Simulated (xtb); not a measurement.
propane (C$_{3}$H$_{8}$), singlet, geometry from GFN2-xTB; GFN2-xTB (xtb 6.7.1).

The xtb input:
```
$ xtb mol.xyz --gfn 2 --acc 0.0001 --json

# file mol.xyz
11

C      0.00019816    -0.00959544     0.59262286
C      0.00203840     1.26473711    -0.24264066
C     -0.00221431    -1.25621880    -0.28345724
H     -0.88125307    -0.01855469     1.23781232
H      0.88208063    -0.02151901     1.23717471
H      0.00374846     2.14435597     0.39712642
H     -0.00350616    -2.15608872     0.32749829
H      0.88367895     1.30120929    -0.87915334
H     -0.87993462     1.30417409    -0.87851563
H     -0.88428061    -1.27207466    -0.92022745
H      0.87933296    -1.27503946    -0.92086516
```

Output, abridged:

```
   ID    Z sym.   atoms
    1    6 C      1-3
    2    1 H      4-11

           -------------------------------------------------
          |                Calculation Setup                |
           -------------------------------------------------

           -------------------------------------------------
          |                 G F N 2 - x T B                 |
           -------------------------------------------------

          ...................................................
          :                      SETUP                      :
          :.................................................:
          :  # basis functions                  20          :
          :  # atomic orbitals                  20          :
          :  # shells                           14          :
          :  # electrons                        20          :
          :  max. iterations                   250          :
          :  Hamiltonian                  GFN2-xTB          :
          :  restarted?                      false          :
          :  GBSA solvation                  false          :
          :  PC potential                    false          :
          :  electronic temp.          300.0000000     K    :
          :  accuracy                    0.0001000          :
          :  -> integral cutoff          0.6500000E+02      :
          :  -> integral neglect         0.1000000E-11      :
          :  -> SCF convergence          0.1000000E-09 Eh   :
          :  -> wf. convergence          0.1000000E-07 e    :
          :  Broyden damping             0.4000000          :
          :  net charge                          0          :
          :  unpaired electrons                  0          :
          ...................................................

 iter      E             dE          RMSdq      gap      omega  full diag
   1    -10.6324166 -0.106324E+02  0.259E+00   14.99       0.0  T
   2    -10.6646334 -0.322168E-01  0.134E+00   14.61       1.0  T
   3    -10.6649769 -0.343564E-03  0.712E-01   14.59       1.0  T
   4    -10.6650641 -0.871123E-04  0.973E-02   14.59       1.0  T
   5    -10.6650751 -0.110481E-04  0.543E-02   14.58       1.0  T
   6    -10.6650753 -0.212547E-06  0.235E-03   14.58      12.9  T
   7    -10.6650753 -0.668297E-08  0.779E-04   14.58      38.7  T
   8    -10.6650753 -0.725514E-09  0.152E-04   14.58     199.0  T
   9    -10.6650753 -0.293277E-11  0.211E-05   14.58    1430.5  T
  10    -10.6650753 -0.254730E-11  0.305E-06   14.58    9898.3  T
  11    -10.6650753  0.177636E-14  0.221E-07   14.58  100000.0  T
  12    -10.6650753 -0.106581E-13  0.198E-08   14.58  100000.0  T
  13    -10.6650753 -0.355271E-14  0.422E-09   14.58  100000.0  T

   *** convergence criteria satisfied after 13 iterations ***

         :::::::::::::::::::::::::::::::::::::::::::::::::::::
         ::                     SUMMARY                     ::
         :::::::::::::::::::::::::::::::::::::::::::::::::::::
         :: total energy             -10.500828156821 Eh    ::
         :: gradient norm              0.000041951612 Eh/a0 ::
         :: HOMO-LUMO gap             14.584571246475 eV    ::
         ::.................................................::
         :: SCC energy               -10.665073942912 Eh    ::
         :: -> isotropic ES            0.002528214864 Eh    ::
         :: -> anisotropic ES          0.003982201076 Eh    ::
         :: -> anisotropic XC          0.007219739967 Eh    ::
         :: -> dispersion             -0.003957800550 Eh    ::
         :: repulsion energy           0.164245786091 Eh    ::
         :: add. restraining           0.000000000000 Eh    ::
         :: total charge              -0.000000000000 e     ::
         :::::::::::::::::::::::::::::::::::::::::::::::::::::

           -------------------------------------------------
          |                Property Printout                |
           -------------------------------------------------

[...]
         8        2.0000           -0.4372407             -11.8979
         9        2.0000           -0.4351332             -11.8406
        10        2.0000           -0.4239145             -11.5353 (HOMO)
        11                          0.1120586               3.0493 (LUMO)
        12                          0.1369091               3.7255
        13                          0.1420738               3.8660
        14                          0.1614472               4.3932
        15                          0.1723125               4.6889
        16                          0.2033062               5.5322
        17                          0.2316094               6.3024
        18                          0.2599630               7.0740
        19                          0.2689927               7.3197
        20                          0.3020415               8.2190
      -------------------------------------------------------------
                  HL-Gap            0.5359731 Eh           14.5846 eV
             Fermi-level           -0.1559280 Eh           -4.2430 eV

     #   Z          covCN         q      C6AA      α(0)
     1   6 C        3.799    -0.047    21.424     6.590
     2   6 C        3.752    -0.102    22.510     6.766
     3   6 C        3.752    -0.102    22.510     6.766
     4   1 H        0.924     0.028     2.619     2.531
     5   1 H        0.924     0.028     2.619     2.531
     6   1 H        0.925     0.031     2.575     2.509
     7   1 H        0.925     0.031     2.575     2.509
     8   1 H        0.925     0.034     2.536     2.490
     9   1 H        0.925     0.034     2.536     2.490
    10   1 H        0.925     0.034     2.536     2.490
    11   1 H        0.925     0.034     2.536     2.490

 Mol. C6AA /au·bohr⁶  :        723.110139
 Mol. C8AA /au·bohr⁸  :      14472.851075
 Mol. α(0) /au        :         40.162902

Wiberg/Mayer (AO) data.
largest (>0.10) Wiberg bond orders for each atom

 ---------------------------------------------------------------------------
     #   Z sym  total        # sym  WBO       # sym  WBO       # sym  WBO
 ---------------------------------------------------------------------------
     1   6 C    3.998 --     3 C    1.020     2 C    1.020     5 H    0.980
                             4 H    0.980
     2   6 C    3.997 --     1 C    1.020     9 H    0.988     8 H    0.988
                             6 H    0.988
     3   6 C    3.997 --     1 C    1.020    10 H    0.988    11 H    0.988
                             7 H    0.988
     4   1 H    0.999 --     1 C    0.980
     5   1 H    0.999 --     1 C    0.980
     6   1 H    0.999 --     2 C    0.988
     7   1 H    0.999 --     3 C    0.988
     8   1 H    0.999 --     2 C    0.988
     9   1 H    0.999 --     2 C    0.988
    10   1 H    0.999 --     3 C    0.988
    11   1 H    0.999 --     3 C    0.988
 ---------------------------------------------------------------------------

Topologies differ in total number of bonds
Writing topology from bond orders to xtbtopo.mol

molecular dipole:
                 x           y           z       tot (Debye)
 q only:       -0.000       0.000      -0.008
   full:       -0.000       0.000      -0.008       0.022
molecular quadrupole (traceless):
                xx          xy          yy          xz          yz          zz
 q only:       -0.106       0.000       0.086       0.000       0.001       0.020
  q+dip:        0.650      -0.002      -0.675      -0.000      -0.011       0.025
   full:        0.292      -0.001      -0.302      -0.000      -0.005       0.011

           -------------------------------------------------
          | TOTAL ENERGY              -10.500828156821 Eh   |
          | GRADIENT NORM               0.000041951612 Eh/α |
          | HOMO-LUMO GAP              14.584571246475 eV   |
           -------------------------------------------------

normal termination of xtb
```
